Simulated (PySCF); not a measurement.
Compound: C4H9NO2Si.
SMILES with atom numbers: `[CH3:1][C:2](=[O:3])[NH:4]/[CH:5]=[CH:6]/[O:7][SiH3:8]` (hydrogens: H9, H10, H11 on C1; H12 on N4; H13 on C5; H14 on C6; H15, H16, H17 on Si8)

Geometry (PBE0-D3(BJ)/def2-SVP, Å), atoms numbered from 1 in this order:
```
atom  x, y, z in Å
C1    -3.290   -0.248   -0.469
C2    -1.881   -0.420    0.046
O3    -1.541   -1.330    0.772
N4    -0.997    0.537   -0.388
C5     0.351    0.509   -0.042
C6     1.248    1.418   -0.450
O7     2.563    1.421   -0.139
Si8    3.383    0.290    0.795
H9    -3.659    0.777   -0.310
H10   -3.331   -0.459   -1.549
H11   -3.942   -0.956    0.054
H12   -1.332    1.275   -0.993
H13    0.601   -0.339    0.602
H14    0.969    2.260   -1.092
H15    2.813    0.242    2.174
H16    4.793    0.758    0.820
H17    3.281   -1.064    0.174
```

Computed at PBE0/pcSseg-1 (PySCF, non-relativistic), with Q(17O) = −0.0256 b, Q(14N) = 0.02044 b: O3, 17O (I = 5/2): χzz = 9.865 MHz, η = 0.028; N4, 14N (I = 1): χzz = -4.486 MHz, η = 0.089; O7, 17O (I = 5/2): χzz = -9.957 MHz, η = 0.247.

Task: Where would the pure quadrupole (NQR) lines of 17O at O3 fall for the rigid, isolated species?

Result: From the eigenvalues of H = χ/[4I(2I − 1)] × [3Iz² − I(I + 1) + η(Ix² − Iy²)], steps between neighbouring levels, labelled as for η = 0: ±1/2↔±3/2 1.481 MHz, ±3/2↔±5/2 2.959 MHz (amide oxygen).

Task: Find the zero-field quadrupole resonance frequencies of 14N at N4.

Result: From ν± = (3/4)|χ|(1 ± η/3) and ν0 = |χ|η/2: ν+ 3.464 MHz, ν− 3.265 MHz, ν0 0.199 MHz (amide nitrogen).

Task: Where would the pure quadrupole (NQR) lines of 17O at O7 fall for the rigid, isolated species?

Result: From the eigenvalues of H = χ/[4I(2I − 1)] × [3Iz² − I(I + 1) + η(Ix² − Iy²)], steps between neighbouring levels, labelled as for η = 0: ±1/2↔±3/2 1.590 MHz, ±3/2↔±5/2 2.952 MHz (silyl ether oxygen).

In a crystal, neighbours and librations shift these lines. The basis is small and wasn't made for field gradients, so the couplings can be 20 % off.

One conformer stands for the species.
